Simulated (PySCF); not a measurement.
Molecule: `InChI=1S/C4H4BFS/c5-3-1-2-4(6)7-3/h1-2H,5H2`.

Bonds (- single, = double, # triple, : aromatic): B1-C2, C2:C3, C3:C4, C4:C5, C5-F6, C5:S7, S7:C2. B1 carries H8, H9; C3 carries H10; C4 carries H11.

Frames of a GFN2-xTB Langevin trajectory at 400 K; GIAO PBE0/pcSseg-1 shieldings in PySCF, gas phase, non-relativistic; equivalent atoms averaged within each frame.

Shifts are taken against calculated references (same method and geometry level): ¹¹B (100.07 ppm) vs BF3·OEt2; ¹³C (186.93 ppm) and ¹H (31.72 ppm) against TMS; ¹⁹F (170.95 ppm) against CFCl3; CS2 for ³³S (503.73 ppm). The references are static minima.

**Question.** How do the shifts (ppm) fluctuate along the trajectory?

**Answer.** 
```tsv
time (fs)	B1	C5	C2	C3	C4	F6	S7	H10	H8/H9	H11
250	58.9	197.6	174.2	154.3	111.4	-95.5	311	7.71	7.01	6.23
425	61.2	198.5	151.0	152.4	117.7	-101.9	233	8.37	6.92	7.03
625	63.0	199.2	149.4	155.7	116.9	-93.5	227	7.59	6.93	7.92
800	65.2	197.9	147.9	151.3	117.1	-103.5	210	8.41	6.88	6.79
1000	60.8	203.3	154.6	161.8	113.8	-81.7	261	7.74	6.77	7.49
mean of frames	61.8	199.3	155.4	155.1	115.4	-95.2	248	7.96	6.90	7.09
standard deviation	2.4	2.3	10.8	4.1	2.7	8.6	39	0.39	0.09	0.65
```

5 frames give an uncertainty of the mean of about the standard deviation over 2.2 at best, since frames this close in time may not be independent; classical motion lacks zero-point vibration, and the reference would need the same averaging.
